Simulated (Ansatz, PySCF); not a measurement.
This Ansatz (a first-principles code) input computes a r2SCAN/def2-TZVPD energy:

Ansatz 0.2 input:
```yaml
crystal:
  periodic: [false, false, false]
  atoms:
    - {symbol: O, position_ang: [0.34024640, -0.24993531, 1.60313657]}
    - {symbol: Si, position_ang: [0.19036854, -0.05346574, 0.03044674]}
    - {symbol: O, position_ang: [0.10410985, -1.32618893, -0.92958416]}
    - {symbol: O, position_ang: [0.95331986, 1.23560974, -0.51244831]}
    - {symbol: O, position_ang: [-1.55800152, 0.39425968, -0.18200979]}
    - {symbol: H, position_ang: [0.18779922, -1.07070227, 2.08296220]}
    - {symbol: H, position_ang: [0.79238772, -1.61681344, -1.53641061]}
    - {symbol: H, position_ang: [1.62052781, 1.72072587, -0.01526684]}
    - {symbol: H, position_ang: [-1.94357200, 1.21214502, 0.17297997]}
    - {symbol: H, position_ang: [-2.03969915, 0.07320382, -0.96327359]}
basis:
  gaussian:
    orbitals: def2-TZVPD
hamiltonian:
  xc: {name: r2SCAN}
total_charge: 1
output: {forces: true}
```

Task: Write an input for the same energy in PySCF and say what it gives.

Result: 
```python
from pyscf import gto, scf, dft

mol = gto.M(
    atom='''
    O     0.34024640   -0.24993531    1.60313657
    Si    0.19036854   -0.05346574    0.03044674
    O     0.10410985   -1.32618893   -0.92958416
    O     0.95331986    1.23560974   -0.51244831
    O    -1.55800152    0.39425968   -0.18200979
    H     0.18779922   -1.07070227    2.08296220
    H     0.79238772   -1.61681344   -1.53641061
    H     1.62052781    1.72072587   -0.01526684
    H    -1.94357200    1.21214502    0.17297997
    H    -2.03969915    0.07320382   -0.96327359
    ''',
    basis='def2-tzvpd',
    charge=1,
    spin=0,
    verbose=4,
)

mf = dft.RKS(mol, xc='r2scan').density_fit(auxbasis='def2-universal-jkfit')
mf.grids.level = 4
mf.conv_tol = 1e-9
mf.max_cycle = 100
mf.max_memory = 1500
mf.kernel()
if not mf.converged:
    mf = mf.newton()
    mf.kernel(mf.make_rdm1())
mf.analyze()
```
It gives -593.30713 Eh, and Ansatz -593.30698 Eh, a difference of 0.15 mEh, from the treatment of integrals and grids.

It need not be the lowest isomer of its formula.
